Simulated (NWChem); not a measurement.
InI₃; SMILES [I][In]([I])[I]

Program: NWChem. Medium grid unless said otherwise, to which SCAN and Minnesota functionals are sensitive. All runs use the structure optimised with PBE0/def2-SVP. def2 effective core potentials on In, I; no spin-orbit coupling. Total energies of different functionals are on different scales.

```
level            energy (Ha)  highest occupied level (eV)  orbital gap (eV)
---------------  -----------  ---------------------------  ----------------
B3LYP/def2-SVP    -1083.7447                        -7.48              4.13
PBE/def2-SVP      -1083.3612                        -6.62              2.78
MN15/def2-SVP     -1080.8107                        -8.25              5.45
r2SCAN/def2-SVP   -1083.8197                        -6.98              3.19
revPBE/def2-SVP   -1083.5659                        -6.57              2.82
TPSS/def2-SVP     -1082.9867                        -6.75              2.96
B97-2/def2-SVP    -1084.5368                        -7.53              4.31
```
